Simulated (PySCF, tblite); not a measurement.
trans-[OsO2Cl4]2- (charge -2 and singlet state).
SMILES: `[O]=[Os-2](=[O])([Cl])([Cl])([Cl])[Cl]`

Jobs on this species (7 atoms, 162 electrons) with PySCF (density fitting). Hardware of each: an Arm Neoverse V1 with one thread, no GPU, on a shared host. Times come from a shared host and carry two figures at best.

```tsv
level and settings	work	basis functions	SCF cycles	wall time
PBE0-D3(BJ)/def2-SVP, grid level 1	geometry optimisation from a GFN2-xTB start	132	?	?
PBE0/pcSseg-1 (def2-TZVP on Os)	shieldings, charges and field gradients	170	16	42 s
wB97X-D/pcSseg-1 (def2-TZVP on Os)	shieldings	170	17	48 s
```

Problem. Fill in the missing figures.

Solution. 
- PBE0-D3(BJ)/def2-SVP, grid level 1; geometry optimisation from a GFN2-xTB start: 2.7 min, 68 SCF cycles

Problem. What do all jobs in the table cost together?

Solution. About 4.2 min; the longest takes about 64 % of that, and about 3.9 times as long as the shortest.


Species: C6H9BCl2O.
SMILES: `CCC(=O)C/C=C\B(Cl)Cl`

Jobs on this species (19 atoms, 92 electrons) with PySCF (density fitting) and tblite. Hardware of each: an Arm Neoverse N1 with one thread (shared host). Other jobs ran on the host; a repeat could differ by tens of per cent or more.

```tsv
level and settings	work	basis functions	SCF cycles	wall time
GFN2-xTB	L-BFGS relaxation	–	–	?
PBE0/pcSseg-1	shieldings, charges and field gradients	229	14	90 s
GFN2-xTB	Hessian by finite differences	–	–	1.6 s
```

Question: Fill in the missing figures.

Answer: 
- GFN2-xTB; L-BFGS relaxation: 2.0 s

Question: What do all jobs in the table cost together?

Answer: About 94 s; the longest takes about 96 % of that, and about 56 times as long as the shortest.


Compound: C₃H₆B₂F₂O.
SMILES: `C(F)(F)/C=C/BOB`

Jobs on this species (14 atoms, 60 electrons) with PySCF (density fitting) and tblite. Hardware of each: an Arm Neoverse V1 with one thread, on a shared host. Other jobs ran on the host; a repeat could differ by tens of per cent or more.

| level and settings | work | basis functions | SCF cycles | wall time |
| --- | --- | --- | --- | --- |
| B3LYP/def2-SVPD | 8 singlets by full TDDFT, 3 Tamm–Dancoff triplets, polarisability, density and orbital grids written | 217 | ? | ? |
| PBE0/pcSseg-1 | shieldings, charges and field gradients, density and orbital grids written | 166 | 14 | 23 s |
| GFN2-xTB | L-BFGS relaxation | – | – | 0.57 s |

Q: Fill in the missing figures.

A: 
- B3LYP/def2-SVPD; 8 singlets by full TDDFT, 3 Tamm–Dancoff triplets, polarisability, density and orbital grids written: 39 s, 14 SCF cycles

Q: What do all jobs in the table cost together?

A: About 63 s; the longest takes about 62 % of that, and about 68 times as long as the shortest.


Species: C5H14AlN.
SMILES: `C=[CH][AlH2-][N+](C)(C)C`

Jobs on this species (21 atoms, 64 electrons) with PySCF (density fitting) and tblite. Hardware of each: an Arm Neoverse N1 with one thread, shared host. The host was shared with other jobs, so the times are rough.

| level and settings | work | basis functions | SCF cycles | wall time |
| --- | --- | --- | --- | --- |
| GFN2-xTB | Hessian by finite differences | – | – | ? |
| PBE0/pcSseg-1 | shieldings, charges and field gradients, density and orbital grids written | 196 | 14 | 72 s |
| GFN2-xTB | L-BFGS relaxation | – | – | 1.1 s |

Problem. Fill in the missing figures.

Solution. 
- GFN2-xTB; Hessian by finite differences: 1.4 s

Problem. What do all jobs in the table cost together?

Solution. About 74 s; the longest takes about 97 % of that, and about 65 times as long as the shortest.
